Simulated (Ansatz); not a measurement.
One change: `OP[SiH2][SiH3]` becomes `O[SiH2]PO`.

Ansatz, PBE0-D4/def2-TZVP geometries, multiplicity 1. Each molecule was computed in one conformer, which needn't be the lowest.

```csv
property,`OP[SiH2][SiH3]`
HOMO–LUMO gap (PBE/def2-TZVPP) / eV,4.18
LUMO energy (PBE0/def2-TZVPP) / eV,-0.83
LUMO energy (ωB97M-V/def2-TZVPP) / eV,0.99
HOMO energy (PBE0/def2-TZVPP) / eV,-7.02
HOMO–LUMO gap (ωB97M-V/def2-TZVPP) / eV,10.10
HOMO energy (B3LYP/def2-TZVPP) / eV,-6.81
```

Question: Give the same properties after the change, and the shifts. (Estimate.)

Answer: The calculation gave: 
```tsv
property	`O[SiH2]PO`	shift
HOMO–LUMO gap (PBE/def2-TZVPP) / eV	4.05	-0.13
LUMO energy (PBE0/def2-TZVPP) / eV	-0.94	-0.11
LUMO energy (ωB97M-V/def2-TZVPP) / eV	0.89	-0.10
HOMO energy (PBE0/def2-TZVPP) / eV	-7.09	-0.07
HOMO–LUMO gap (ωB97M-V/def2-TZVPP) / eV	10.09	-0.01
HOMO energy (B3LYP/def2-TZVPP) / eV	-6.88	-0.07
```

B3LYP here is the variant with VWN-RPA as its local correlation; programs differ in this.
